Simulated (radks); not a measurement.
Excited configurations of Ru: one electron is placed in a higher orbital outside [Kr] 4d7. The ground configuration is [Kr] 4d7 5s1. All-electron calculation, Dirac Kohn-Sham, LDA (Slater exchange, Perdew-Wang correlation), spin-unpolarised, spherical densities, point nucleus; open shells fill j = l - 1/2 first. Program: a radial shooting solver on a logarithmic mesh with Libxc functionals. Excitation = E - E(ground); binding = E(ion) - E, where the ion is the core of charge +1; n* = 1/sqrt(2 binding) in atomic units, and the quantum defect is n - n*.

outer orbital  excitation (eV)  binding (eV)     n*  quantum defect  eigenvalue (eV)  <r> (bohr)
4f5/2                    6.682         0.912  3.863           0.137           -0.440       17.50
5p1/2                    3.480         4.114  1.819           3.181           -1.922       4.667
5d3/2                    6.025         1.569  2.945           2.055           -0.726       10.43
5f5/2                    6.965         0.629  4.652           0.348           -0.369       29.68
6p1/2                    5.833         1.761  2.780           3.220           -1.009       11.47
6f5/2                    7.139         0.454  5.472           0.528           -0.288       44.49
7s1/2                    6.322         1.271  3.271           3.729           -0.794       17.23
7p1/2                    6.579         1.015  3.662           3.338           -0.630       20.92
7f5/2                    7.251         0.343  6.300           0.700           -0.227       61.95

Estimate the row for 6d3/2.

Answer. excitation (eV) 6.621; binding (eV) 0.972; n* 3.741; quantum defect 2.259; eigenvalue (eV) -0.557; <r> (bohr) 19.80. The Delta-SCF ionisation energy is 7.594 eV (NIST Atomic Spectra Database: 7.361 eV, measured). Self-interaction in the functional shifts the binding energies and quantum defects, so they are the method's values and not measured ones. Spin polarisation and multiplet splitting are left out, so open shells lie too high by an amount that depends on their filling.

Beside tabulated values, note that spin-unpolarised runs miss the spin-polarisation part of the exchange energy of open shells.
